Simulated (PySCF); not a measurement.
## Structure elucidation problem

An unknown has the formula C$_{8}$H$_{7}$FO$_{2}$. Its calculated NMR data are:

1H NMR (500 MHz, computed): δ 8.01 (m, 1H), 7.73 (m, 1H), 7.71 (m, 1H), 7.56 (d, 1H), 4.03 (s, 3H).

13C{1H} NMR (computed): δ 167.0 (C), 166.4 (C), 135.2 (CH), 131.9 (CH), 130.6 (C), 130.4 (CH), 117.9 (CH), 56.3 (CH3).

[PySCF: shieldings: GIAO PBE0/pcSseg-1; GFN2-xTB structure; in vacuum; relativity neglected; a single conformation; fast rotation and ring inversion assumed for equivalent nuclei]

Scale: 1H (σ = 31.72 ppm) and 13C (σ = 186.93 ppm) against TMS (reference shieldings calculated alike).

Problem. Which candidate is it?
A. O=C(O)c1cccc(CF)c1
B. COC(=O)c1ccc(F)cc1
C. O=C(O)Cc1ccccc1F
D. O=C(O)Cc1cccc(F)c1
E. CCC1=C(F)C(=O)C=CC1=O
F. COc1cccc(C(=O)F)c1

Solution. F. 

- Rings plus π bonds: 5 (1 ring in the answer).
- 8 carbon signals for 8 carbons: no two carbons are equivalent.
- Carbon types of the structure: 3 × C, 4 × CH, 1 × CH3, which accounts for all hydrogens.
- δC 167.0: aromatic carbon bearing oxygen; σ withdrawal by the attached heteroatom moves it downfield of the ring CH carbons.
- δC 166.4: carbonyl carbon.
- δC 135.2, 131.9, 130.4, 117.9: aromatic CH.
- δC 130.6: substituted aromatic carbon.
- δH 4.03: hydrogen on a methyl carbon bonded to O; its carbon carries O, which withdraws density.

The others: O=C(O)Cc1ccccc1F has carbons computed at 176.5, 171.7, 137.9, 134.9, 129.0, 128.7, 121.3, 37.0, with a different DEPT pattern; O=C(O)c1cccc(CF)c1 has carbons computed at 171.0, 145.1, 135.0, 134.3, 134.1, 132.8, 131.9, 86.6, with a different DEPT pattern; COC(=O)c1ccc(F)cc1 would give 6 carbon signals, not 8; O=C(O)Cc1cccc(F)c1 has carbons computed at 176.3, 173.3, 143.1, 135.7, 130.1, 122.3, 120.5, 44.6, with a different DEPT pattern; CCC1=C(F)C(=O)C=CC1=O would give 4 signals for carbon-bound and other non-exchanging H, not 5.

Splittings by 19F in the carbon and heteronuclear signals aren't shown, as no couplings were computed. Shifts are as computed. Against solution values, carbons near 30 ppm lie about +3 ppm off and those near 130 ppm about +5 ppm. Of 1211 compounds with measured shifts, 218 miss one by over three times the rms of a fit or turn the order of signals round; such compounds aren't used in these exercises. No couplings were computed; multiplicities are counted from neighbouring protons, with m where these are inequivalent, close in shift, in a saturated or five-membered ring or joined by F or P, and br s for small geminal =CH2 splittings.
